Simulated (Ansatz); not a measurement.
Reaction (formal hydrolysis of a B–C bond): `COBCS` + H₂O → `COBO` + CH₃SH

Isolated molecules relaxed with PBE0-D4/def2-TZVP in Ansatz; ΔE leaves out vibrations. CCSD(T)/CBS adds triple-zeta CCSD(T) − MP2 to the extrapolated MP2 energy (def2 sets, frozen cores). This one scheme is used for every species. Functionals use def2-TZVPP. B3LYP here is the variant with VWN-RPA as its local correlation; programs differ in this. Each species was taken in one conformer, which may not be the lowest.

| level | ΔE (kJ/mol) | difference from CCSD(T)/CBS |
| --- | --- | --- |
| PBE-D4 | -118.6 | 1.6 |
| r2SCAN-D4 | -126.6 | -6.4 |
| PBE0-D4 | -121.7 | -1.5 |
| B3LYP-D4 | -127.4 | -7.2 |
| ωB97X-V | -127.9 | -7.7 |
| ωB97M-V | -126.8 | -6.6 |
| B2PLYP | -131.2 | -11.0 |
| PBE | -123.2 | -3.0 |
| r2SCAN | -128.0 | -7.8 |
| PBE0 | -125.9 | -5.7 |
| B3LYP | -134.6 | -14.4 |
| HF/def2-TZVPP | -146.5 | -26.3 |
| MP2/def2-TZVPP | -122.4 | -2.2 |
| SCS-MP2/def2-TZVPP | -126.7 | -6.5 |
| CCSD/def2-TZVPP | -126.8 | -6.6 |
| CCSD(T)/def2-TZVPP | -123.6 | -3.4 |
| HF/def2-QZVPP | -146.6 | -26.4 |
| MP2/def2-QZVPP | -120.5 | -0.3 |
| SCS-MP2/def2-QZVPP | -125.1 | -4.9 |
| HF/CBS(def2) | -146.6 | -26.4 |
| MP2/CBS(def2) | -119.0 | 1.2 |
| CCSD/CBS(def2) | -123.4 | -3.2 |
| CCSD(T)/CBS | -120.2 | 0 |

Largest T1 diagnostic among the species: 0.013.

The D4 term adds +7.2 kJ/mol with B3LYP and +4.2 kJ/mol with PBE0; it sums over pairs of atoms, weighted by their polarisabilities, and B3LYP, whose exchange is more repulsive, gets the larger term. In def2-TZVPP, CCSD(T) changes the Hartree–Fock value by +22.9 kJ/mol (the triples alone add +3.2 kJ/mol) and MP2 by +24.1 kJ/mol.
